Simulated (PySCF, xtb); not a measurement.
Al(H) cation (AlH), SMILES [AlH] (connectivity only; charge and spin as stated), charge +1, multiplicity 2.

Harmonic wavenumbers (cm⁻¹) from GFN2-xTB (xtb) at its own minimum, in rising order: 1574.

Task: What does PySCF 2.14.0 with B3LYP-D3(BJ)/def2-TZVPD give at its own minimum? (An estimate is asked for; the answer gives what the named calculation found.)

Result: 1612. Paired by order, the mean absolute difference is 38 cm⁻¹ and the zero-point energies are 2.3 and 2.3 kcal/mol.
